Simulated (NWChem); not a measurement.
System: CaF2 anion, doublet; SMILES of the neutral closed-shell parent [F][Ca][F]

The following NWChem deck was run.

```
start job
memory heap 200 mb stack 900 mb global 1100 mb
charge -1
geometry units angstroms noautoz
  Ca    -0.346201     0.379789     0.000000
  F      0.327533    -0.359310     1.798765
  F      0.327533    -0.359310    -1.798765
end
basis spherical
  Ca library def2-tzvp
  F library def2-tzvp
end
dft
  odft
  mult 2
  xc xpbe96 cpbe96
  iterations 150
  mulliken
end
task dft energy
```

NWChem printed, in part:

```
             Northwest Computational Chemistry Package (NWChem) 7.3.0
             --------------------------------------------------------

 C2V symmetry detected

                             Geometry "geometry" -> ""
                             -------------------------

 Output coordinates in angstroms (scale by  1.889725989 to convert to a.u.)

  No.       Tag          Charge          X              Y              Z
 ---- ---------------- ---------- -------------- -------------- --------------
    1 Ca                  20.0000     0.00000000     0.00000000    -0.47372799
    2 F                    9.0000    -1.79876500     0.00000000     0.52636443
    3 F                    9.0000     1.79876500     0.00000000     0.52636443

 Effective nuclear repulsion energy (a.u.)     104.4779991337

      Symmetry information
      --------------------

 Group name             C2v
 Group number             16
 Group order               4
 No. of unique centers     2

  pbe96 is a nonlocal functional; adding pw91lda local functional.

                                 NWChem DFT Module
                                 -----------------

 Summary of "ao basis" -> "ao basis" (spherical)
 ------------------------------------------------------------------------------
       Tag                 Description            Shells   Functions and Types
 ---------------- ------------------------------  ------  ---------------------
 Ca                        def2-tzvp                14       36   6s5p3d
 F                         def2-tzvp                11       31   5s3p2d1f

      Symmetry analysis of basis
      --------------------------

        a1         38
        a2         13
        b1         29
        b2         18

            General Information
            -------------------
          SCF calculation type: DFT
          Wavefunction type:  spin polarized.
          No. of atoms     :     3
          No. of electrons :    39
           Alpha electrons :    20
            Beta electrons :    19
          Charge           :    -1
          Spin multiplicity:     2
          Use of symmetry is: on ; symmetry adaption is: on
          Maximum number of iterations: 150
          AO basis - number of functions:    98
                     number of shells:    36
          Convergence on energy requested:  1.00D-06
          Convergence on density requested:  1.00D-05
          Convergence on gradient requested:  5.00D-04

              XC Information
              --------------
          PerdewBurkeErnzerhof Exchange Functional  1.000
            Perdew 1991 LDA Correlation Functional  1.000 local
           PerdewBurkeErnz. Correlation Functional  1.000 non-local

             Grid Information
             ----------------
          Grid used for XC integration:  medium
          Radial quadrature: Mura-Knowles
          Angular quadrature: Lebedev.
          Tag              B.-S. Rad. Rad. Pts. Rad. Cut. Ang. Pts.
          ---              ---------- --------- --------- ---------
          Ca                  1.80      112          10.0       590
          F                   0.50       49           9.0       434
          Grid pruning is: on
          Number of quadrature shells:   161
          Spatial weights used:  Erf1

      Superposition of Atomic Density Guess
      -------------------------------------

 Sum of atomic energies:        -875.58195783

 Renormalizing density from      38.00 to     39

      Non-variational initial energy
      ------------------------------

 Total energy =    -889.345802
 1-e energy   =   -1449.926720
 2-e energy   =     456.102918
 HOMO         =       0.068311
 LUMO         =       0.181204

   Symmetry analysis of molecular orbitals - initial alpha
   -------------------------------------------------------

  Numbering of irreducible representations:

     1 a1          2 a2          3 b1          4 b2

  Orbital symmetries:

     1 a1          2 a1          3 b1          4 a1          5 b2
     6 a1          7 b1          8 a1          9 b1         10 a1
    11 b1         12 a1         13 b2         14 a1         15 a2
    16 b1         17 b2         18 a1         19 b1         20 a1
    21 b2         22 a1         23 b1         24 a1         25 a1
    26 b2         27 b1         28 a2         29 b2         30 a1

   Symmetry analysis of molecular orbitals - initial beta
   ------------------------------------------------------

  Numbering of irreducible representations:

     1 a1          2 a2          3 b1          4 b2

  Orbital symmetries:

     1 a1          2 a1          3 b1          4 a1          5 b2
     6 a1          7 b1          8 a1          9 b1         10 a1
    11 b1         12 a1         13 b2         14 a1         15 a2
    16 b1         17 b2         18 a1         19 b1         20 a1
    21 b2         22 a1         23 b1         24 a1         25 a1
    26 b2         27 b1         28 a2         29 b2         30 a1

     ---------------------------------------------
      Total Density - Mulliken Population Analysis
     ---------------------------------------------

    Atom       Charge   Shell Charges
 -----------   ------   -------------------------------------------------------
    1 Ca  20    19.25   2.00  2.00  1.03  0.95  0.04  0.99  5.97  4.32  1.70  0.06  0.05  0.01  0.07  0.06
    2 F    9     9.87   0.77  1.20  0.59  1.02  0.39  2.28  2.37  1.26  0.00  0.00  0.00
    3 F    9     9.87   0.77  1.20  0.59  1.02  0.39  2.28  2.37  1.26  0.00  0.00  0.00

     --------------------------------------------
      Spin Density - Mulliken Population Analysis
     --------------------------------------------

    Atom       Charge   Shell Charges
 -----------   ------   -------------------------------------------------------
    1 Ca  20     1.00   0.00  0.00  0.01 -0.01 -0.04  0.98  0.00  0.00 -0.00  0.01  0.03  0.00  0.00  0.01
    2 F    9     0.00   0.00 -0.00  0.00  0.00 -0.01  0.00  0.00 -0.00  0.00  0.00  0.00
    3 F    9     0.00   0.00 -0.00  0.00  0.00 -0.01  0.00  0.00 -0.00  0.00  0.00  0.00

   convergence    iter        energy       DeltaE   RMS-Dens  Diis-err
 ---------------- ----- ----------------- --------- --------- ---------
 d= 0,ls=0.0,diis     1   -876.9588000379 -9.81D+02  1.55D-02  4.04D-01
                                                     1.06D-02  3.95D-01
 d= 0,ls=0.0,diis     2   -874.9873317662  1.97D+00  8.85D-03  6.56D+00
                                                     6.91D-03  6.44D+00
 d= 0,ls=0.0,diis     3   -877.1268361667 -2.14D+00  2.06D-03  2.59D-02
                                                     1.31D-03  2.51D-02
 d= 0,ls=0.0,diis     4   -877.1320998313 -5.26D-03  9.96D-04  1.39D-02
                                                     4.42D-04  1.38D-02
 d= 0,ls=0.0,diis     5   -877.1363345206 -4.23D-03  9.90D-05  2.52D-04
                                                     4.54D-05  2.58D-04
  Resetting Diis
 d= 0,ls=0.0,diis     6   -877.1363992900 -6.48D-05  3.13D-05  1.21D-05
                                                     1.42D-05  1.28D-05
 d= 0,ls=0.0,diis     7   -877.1364042099 -4.92D-06  6.16D-06  7.31D-08
                                                     2.89D-06  8.69D-08
 d= 0,ls=0.0,diis     8   -877.1364042032  6.72D-09  2.94D-06  1.48D-07
                                                     1.46D-06  1.36D-07

         Total DFT energy =     -877.136404203184
      One electron energy =    -1425.074957277848
           Coulomb energy =      500.373193758085
    Exchange-Corr. energy =      -56.912639817127
 Nuclear repulsion energy =      104.477999133707

 Numeric. integr. density =       39.000009141578

                  Occupations of the irreducible representations
                  ----------------------------------------------

                     irrep           alpha         beta
                     --------     --------     --------
                     a1               10.0          9.0
                     a2                1.0          1.0
                     b1                6.0          6.0
                     b2                3.0          3.0

                    DFT Final Alpha Molecular Orbital Analysis
                    ------------------------------------------

 Vector   18  Occ=1.000000D+00  E=-1.000961D-01  Symmetry=b2
              MO Center= -1.4D-12,  1.4D-15,  5.1D-01, r^2= 3.8D+00
   Bfn.  Coefficient  Atom+Function         Bfn.  Coefficient  Atom+Function
  ----- ------------  ---------------      ----- ------------  ---------------
    43      0.340975  2 F  py                74      0.340975  3 F  py
    46      0.265715  2 F  py                77      0.265715  3 F  py
    49      0.224544  2 F  py                80      0.224544  3 F  py
    11     -0.082858  1 Ca py                17      0.062769  1 Ca py
    20      0.047048  1 Ca py                28      0.042684  1 Ca d -1

 Vector   19  Occ=1.000000D+00  E=-9.391697D-02  Symmetry=b1
              MO Center= -2.2D-13,  4.8D-17,  5.1D-01, r^2= 3.8D+00
   Bfn.  Coefficient  Atom+Function         Bfn.  Coefficient  Atom+Function
  ----- ------------  ---------------      ----- ------------  ---------------
    44      0.348541  2 F  pz                75     -0.348541  3 F  pz
    47      0.271237  2 F  pz                78     -0.271237  3 F  pz
    50      0.233498  2 F  pz                81     -0.233498  3 F  pz
    10     -0.129566  1 Ca px                35      0.052280  1 Ca d  1
     7      0.045286  1 Ca px                16      0.027468  1 Ca px

 Vector   20  Occ=1.000000D+00  E= 4.229795D-02  Symmetry=a1
              MO Center=  8.5D-15, -4.7D-14, -1.9D+00, r^2= 6.5D+00
   Bfn.  Coefficient  Atom+Function         Bfn.  Coefficient  Atom+Function
  ----- ------------  ---------------      ----- ------------  ---------------
     6      0.883990  1 Ca s                 21     -0.348685  1 Ca pz
    18     -0.168018  1 Ca pz                36     -0.151282  1 Ca d  2
     3     -0.140980  1 Ca s                  4     -0.136979  1 Ca s
    34      0.105008  1 Ca d  0              12      0.104226  1 Ca pz
    31     -0.079181  1 Ca d  2              26     -0.056843  1 Ca d  2

 Vector   21  Occ=0.000000D+00  E= 9.168229D-02  Symmetry=b2
              MO Center=  9.5D-15,  1.4D-13, -1.0D+00, r^2= 1.2D+01
   Bfn.  Coefficient  Atom+Function         Bfn.  Coefficient  Atom+Function
  ----- ------------  ---------------      ----- ------------  ---------------
    20      0.929783  1 Ca py                33     -0.252885  1 Ca d -1
    11     -0.130551  1 Ca py                28     -0.098002  1 Ca d -1
    23     -0.087345  1 Ca d -1              43     -0.048606  2 F  py
    74     -0.048606  3 F  py                49     -0.044019  2 F  py
    80     -0.044019  3 F  py                 8      0.042996  1 Ca py

 Vector   22  Occ=0.000000D+00  E= 1.136331D-01  Symmetry=a1
              MO Center=  6.4D-14,  9.0D-15, -1.1D-01, r^2= 1.1D+01
   Bfn.  Coefficient  Atom+Function         Bfn.  Coefficient  Atom+Function
  ----- ------------  ---------------      ----- ------------  ---------------
    21      0.858008  1 Ca pz                 6      0.362003  1 Ca s
    34     -0.276962  1 Ca d  0              36     -0.225391  1 Ca d  2
    31     -0.148853  1 Ca d  2              29     -0.119067  1 Ca d  0
    18     -0.114534  1 Ca pz                26     -0.111772  1 Ca d  2
    24     -0.105202  1 Ca d  0               4     -0.081263  1 Ca s

 Vector   23  Occ=0.000000D+00  E= 1.217493D-01  Symmetry=b1
              MO Center= -4.8D-14, -1.7D-14, -1.1D+00, r^2= 1.4D+01
   Bfn.  Coefficient  Atom+Function         Bfn.  Coefficient  Atom+Function
  ----- ------------  ---------------      ----- ------------  ---------------
    19      1.124515  1 Ca px                35      0.307307  1 Ca d  1
    16     -0.268077  1 Ca px                48     -0.125165  2 F  px
    79     -0.125165  3 F  px                10     -0.104976  1 Ca px
    30      0.095917  1 Ca d  1              40      0.068452  2 F  s
    71     -0.068452  3 F  s                 25      0.063365  1 Ca d  1

                     DFT Final Beta Molecular Orbital Analysis
                     -----------------------------------------

 Vector   17  Occ=1.000000D+00  E=-1.010862D-01  Symmetry=a1
              MO Center=  3.1D-13, -1.4D-15,  5.1D-01, r^2= 3.7D+00
   Bfn.  Coefficient  Atom+Function         Bfn.  Coefficient  Atom+Function
  ----- ------------  ---------------      ----- ------------  ---------------
    42      0.262146  2 F  px                73     -0.262146  3 F  px
    44      0.215507  2 F  pz                75      0.215507  3 F  pz
    45      0.207494  2 F  px                76     -0.207494  3 F  px
    47      0.170493  2 F  pz                78      0.170493  3 F  pz
    48      0.167724  2 F  px                79     -0.167724  3 F  px

 Vector   18  Occ=1.000000D+00  E=-9.991599D-02  Symmetry=b2
              MO Center= -1.5D-12,  3.9D-16,  5.1D-01, r^2= 3.8D+00
   Bfn.  Coefficient  Atom+Function         Bfn.  Coefficient  Atom+Function
  ----- ------------  ---------------      ----- ------------  ---------------
    43      0.341563  2 F  py                74      0.341563  3 F  py
    46      0.266221  2 F  py                77      0.266221  3 F  py
    49      0.224695  2 F  py                80      0.224695  3 F  py
    11     -0.081910  1 Ca py                17      0.062482  1 Ca py
    28      0.041451  1 Ca d -1              20      0.040601  1 Ca py

 Vector   19  Occ=1.000000D+00  E=-9.365698D-02  Symmetry=b1
              MO Center= -1.3D-13, -2.9D-16,  5.2D-01, r^2= 3.8D+00
   Bfn.  Coefficient  Atom+Function         Bfn.  Coefficient  Atom+Function
  ----- ------------  ---------------      ----- ------------  ---------------
    44      0.348894  2 F  pz                75     -0.348894  3 F  pz
    47      0.271460  2 F  pz                78     -0.271460  3 F  pz
    50      0.233900  2 F  pz                81     -0.233900  3 F  pz
    10     -0.130960  1 Ca px                35      0.047920  1 Ca d  1
     7      0.045781  1 Ca px                16      0.028173  1 Ca px

 Vector   20  Occ=0.000000D+00  E= 7.630579D-02  Symmetry=a1
              MO Center= -2.9D-15,  2.1D-14, -1.2D+00, r^2= 7.0D+00
   Bfn.  Coefficient  Atom+Function         Bfn.  Coefficient  Atom+Function
  ----- ------------  ---------------      ----- ------------  ---------------
     6      0.875782  1 Ca s                  4     -0.191838  1 Ca s
     3     -0.165373  1 Ca s                  5      0.166108  1 Ca s
    18     -0.154593  1 Ca pz                21     -0.128164  1 Ca pz
    36     -0.125977  1 Ca d  2              31     -0.110784  1 Ca d  2
    12      0.087933  1 Ca pz                26     -0.080922  1 Ca d  2

 Vector   21  Occ=0.000000D+00  E= 1.217485D-01  Symmetry=b2
              MO Center=  1.8D-17, -1.2D-13, -8.4D-01, r^2= 1.2D+01
   Bfn.  Coefficient  Atom+Function         Bfn.  Coefficient  Atom+Function
  ----- ------------  ---------------      ----- ------------  ---------------
    20      0.940952  1 Ca py                33     -0.152308  1 Ca d -1
    11     -0.140195  1 Ca py                28     -0.106488  1 Ca d -1
    23     -0.085383  1 Ca d -1              43     -0.055362  2 F  py
    74     -0.055362  3 F  py                49     -0.053813  2 F  py
    80     -0.053813  3 F  py                17      0.050586  1 Ca py

[...]
```

Level: PBE/def2-TZVP, spin-unrestricted. Sets without diffuse functions describe the anion's extra electron poorly. Geometry: optimised at B3LYP/def2-SVPD, spin-unrestricted. This spin state was assumed; another may lie lower. No stability test was run on the SCF state. The highest occupied level is positive, so the extra electron may be held by the finite basis.
